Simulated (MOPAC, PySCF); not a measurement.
Potential energy curve for SnS, singlet.

- PM6, restricted, heats of formation (MOPAC)
- UCCSD = PySCF with CCSD on UHF/def2-SVP, 9 core orbitals frozen, def2 effective core potentials past Kr
- UCCSD(T) = CCSD(T) on UHF/def2-SVP, 9 core orbitals frozen, def2 effective core potentials past Kr in PySCF 2.14.0
- UHF/def2-SVP, def2 effective core potentials past Kr (PySCF)

Energies are in kcal/mol, each relative to the lowest point of its own curve near equilibrium.

```json
[
 {"R / Å": "1.77", "PM6": "56.2", "UCCSD": "109.7", "UCCSD(T)": "113.0", "UHF": "104.9"},
 {"R / Å": "1.88", "PM6": "31.8", "UCCSD": "53.3", "UCCSD(T)": "56.1", "UHF": "49.1"},
 {"R / Å": "1.99", "PM6": "14.0", "UCCSD": "21.0", "UCCSD(T)": "23.2", "UHF": "18.0"},
 {"R / Å": "2.06", "PM6": "6.4", "UCCSD": "9.4", "UCCSD(T)": "11.0", "UHF": "7.2"},
 {"R / Å": "2.16", "PM6": "0.7", "UCCSD": "1.2", "UCCSD(T)": "1.9", "UHF": "0.5"},
 {"R / Å": "2.20", "PM6": "0.0", "UCCSD": "0.0", "UCCSD(T)": "…", "UHF": "0.0"},
 {"R / Å": "2.28", "PM6": "1.2", "UCCSD": "…", "UCCSD(T)": "0.0", "UHF": "1.8"},
 {"R / Å": "2.35", "PM6": "4.7", "UCCSD": "3.4", "UCCSD(T)": "3.2", "UHF": "5.8"},
 {"R / Å": "2.45", "PM6": "12.6", "UCCSD": "9.9", "UCCSD(T)": "9.1", "UHF": "9.7"},
 {"R / Å": "2.56", "PM6": "24.3", "UCCSD": "19.1", "UCCSD(T)": "17.5", "UHF": "14.6"},
 {"R / Å": "2.75", "PM6": "48.2", "UCCSD": "36.3", "UCCSD(T)": "35.0", "UHF": "24.4"},
 {"R / Å": "2.96", "PM6": "75.0", "UCCSD": "53.4", "UCCSD(T)": "54.4", "UHF": "35.6"},
 {"R / Å": "3.33", "PM6": "…", "UCCSD": "74.9", "UCCSD(T)": "78.9", "UHF": "47.5"},
 {"R / Å": "3.62", "PM6": "131.0", "UCCSD": "86.0", "UCCSD(T)": "91.5", "UHF": "50.5"},
 {"R / Å": "3.96", "PM6": "144.1", "UCCSD": "89.6", "UCCSD(T)": "96.2", "UHF": "52.2"},
 {"R / Å": "4.41", "PM6": "…", "UCCSD": "91.7", "UCCSD(T)": "98.5", "UHF": "53.6"},
 {"R / Å": "4.83", "PM6": "156.6", "UCCSD": "92.7", "UCCSD(T)": "99.6", "UHF": "54.4"},
 {"R / Å": "5.43", "PM6": "…", "UCCSD": "93.5", "UCCSD(T)": "100.4", "UHF": "55.1"},
 {"R / Å": "5.95", "PM6": "…", "UCCSD": "93.8", "UCCSD(T)": "100.7", "UHF": "55.3"},
 {"R / Å": "6.67", "PM6": "159.4", "UCCSD": "94.0", "UCCSD(T)": "100.9", "UHF": "55.5"},
 {"R / Å": "7.73", "PM6": "159.5", "UCCSD": "94.0", "UCCSD(T)": "101.0", "UHF": "55.6"},
 {"R / Å": "8.85", "PM6": "159.6", "UCCSD": "94.1", "UCCSD(T)": "101.0", "UHF": "55.6"}
]
```

### Question
Fill in the missing entries.

### Answer

- 2.20, UCCSD(T): 0.4
- 2.28, UCCSD: 0.4
- 3.33, PM6: 112.7
- 4.41, PM6: 153.0
- 5.43, PM6: 158.5
- 5.95, PM6: 159.3

The restricted form behind PM6 keeps the bonding electrons paired and can't separate into open-shell fragments. The unrestricted solution behind UCCSD, UCCSD(T), UHF changes between 2.96 and 3.33 Å, which can leave a kink. The unrestricted determinant behind UCCSD, UCCSD(T), UHF is spin-contaminated at 2.35 to 8.85 Å (<S²> up to 2.0, against 0.00 for a pure singlet).
